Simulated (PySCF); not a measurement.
Ga(OH)3(MeCN), C₂H₆GaNO₃, singlet (B3LYP/def2-SVP optimised geometry):

```
13

Ga    -0.241     0.196     0.000
O     -1.081     1.795     0.000
H     -1.917     1.752     0.482
O     -1.081    -1.199     0.781
H     -0.452    -1.795     1.207
O      1.565     0.196     0.000
H      1.917     1.094     0.037
C     -0.996    -1.037    -4.566
C     -0.764    -0.656    -3.182
N     -0.580    -0.354    -2.085
H     -1.621    -1.942    -4.605
H     -0.036    -1.242    -5.063
H     -1.510    -0.222    -5.097
```

Computed with B3LYP/def2-TZVP run with PySCF 2.14.0.

### Question
What are the frontier orbital energies and the dipole moment?

### Answer
HOMO-2 -7.77 eV, HOMO-1 -7.41 eV, HOMO -7.40 eV, LUMO -0.80 eV, LUMO+1 -0.80 eV; dipole moment 7.00 D.

On the same geometry PBE/def2-TZVP (PySCF) gives HOMO-2 -6.32 eV, HOMO-1 -5.96 eV, HOMO -5.95 eV, LUMO -1.61 eV, LUMO+1 -1.60 eV; dipole moment 6.87 D.

Meta-Löwdin charges at B3LYP/def2-TZVP: Ga1 1.02, O2 -0.76, H3 0.33, O4 -0.76, H5 0.33, O6 -0.76, H7 0.33, C8 -0.34, C9 0.21, N10 -0.12, H11 0.17, H12 0.17, H13 0.17.
